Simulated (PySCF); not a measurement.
From one molecule to another.

First species: C8H10N2S.
SMILES: `C(=S)(c1ncccc1)N(C)C`

Second species: C8H9F3.
Z-matrix (Å and degrees, GFN2-xTB geometry), rows numbered from 1:
```
C 
C   1  1.3203
C   2  1.4909  1  123.69
C   3  1.5476  2  116.30  1  -142.53
C   4  1.5031  3   89.41  2  -122.72
C   5  1.3152  4  135.05  3  -178.09
C   5  1.5129  4   92.65  3     2.84
C   7  1.5139  3  117.14  2     6.15
F   8  1.3436  7  112.86  3   -63.87
F   8  1.3463  7  111.06  3   177.21
F   8  1.3399  7  113.77  3    57.78
H   1  1.0757  2  121.81  3  -179.69
H   1  1.0777  2  121.88  3     0.02
H   2  1.0813  1  120.42  3   179.84
H   3  1.0910  2  109.77  1   -12.92
H   4  1.0895  3  113.76  2    -7.24
H   4  1.0884  3  115.36  2   119.47
H   6  1.0768  5  121.72  4  -179.20
H   6  1.0765  5  121.29  4     0.52
H   7  1.0928  3  114.80  2  -120.03
```

Levels: PBE0/pcSseg-1 for dipole moment, HOMO energy, LUMO energy and HOMO–LUMO gap; GFN2-xTB for rotational constant A and rotational constant C. Geometries: GFN2-xTB. Each species is one conformer at its optimised geometry, gas phase, non-relativistic unless stated. Electronic properties by PySCF.

The conformers computed, where there is a choice (atom-mapped SMILES and torsion angles):
- `[CH3:1][N:2]([CH3:3])[C:4](=[S:5])[c:6]1[cH:7][cH:8][cH:9][cH:10][n:11]1`: C1–N2–C4–S5 5°, N2–C4–C6–C7 -146°
- `[CH2:1]=[CH:2][C@@H:3]1[CH2:4][C:5](=[CH2:6])[C@@H:7]1[C:8]([F:9])([F:10])[F:11]`: C1–C2–C3–C4 -143°, C5–C7–C8–F9 -165°

(1) Which has the higher HOMO energy?

(2) Which has the higher rotational constant A?

(3) Which has the higher dipole moment?

(4) Which has the higher HOMO–LUMO gap?

(5) Which of the two has the higher LUMO energy, and by how much?

(6) Which of the two has the higher rotational constant C, and by how much?

Results:

(1) The first: -5.82 eV against -7.60 eV, a difference of 1.78 eV.

(2) The first: 1.758 GHz against 1.390 GHz, a difference of 0.368 GHz.

(3) The first: 3.87 D against 2.42 D, a difference of 1.45 D.

(4) The second: 7.30 eV against 4.15 eV, a difference of 3.15 eV.

(5) The second: -0.30 eV against -1.67 eV, a difference of 1.37 eV.

(6) The second: 0.734 GHz against 0.546 GHz, a difference of 0.188 GHz.

On the first: In atomic units the dipole is 1.52 e·bohr (1 au = 2.5417 D).

On the second: In atomic units the dipole is 0.95 e·bohr (1 au = 2.5417 D).
